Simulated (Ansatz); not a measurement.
System: Si2H2, charge 0, multiplicity 1. 
Structure (B3LYP-D3(BJ)/def2-TZVP (Ansatz, a program for electronic structure) minimum search):
```xyz
4

Si    -0.9487     0.0742     0.1950
Si     1.1997    -0.0938    -0.2466
H     -1.7230     1.3334     0.0715
H     -1.7910    -1.0587     0.6507
```
Charge 0, spin multiplicity 1.

Property: vertical ionisation energy (to the doublet state of charge +1; each state is the SCF solution reached for its spin; the UHF <S^2> is 1.04 for the doublet (pure: 0.75); for the doublet T1 is 0.076; for the singlet the Hartree-Fock reference is unstable and T1 is 0.021), in eV. Cores are frozen in the correlated levels unless marked. Open shells are spin-unrestricted. No spin-orbit coupling. No relativistic terms. CBS(X,Y): correlation extrapolated as X^-3; Hartree-Fock from the larger set. [CCSD(T)-MP2]/basis is that difference in the basis named.

RI-MP2/CBS(aug-cc-pV(T+d)Z,aug-cc-pV(Q+d)Z)+[CCSD(T)-MP2]/aug-cc-pV(T+d)Z (Ansatz) gives 8.13 eV.

**Question.** Another calculation gave 7.90 eV. Which level was it?
(A) B3LYP/def2-TZVPD (Ansatz)
(B) SVWN5/def2-TZVPD (Ansatz)
(C) BHLYP/def2-TZVPD (Ansatz)

**Answer.** A, B3LYP/def2-TZVPD (Ansatz). The others give 8.13 (SVWN5), 7.67 (BHLYP) eV.
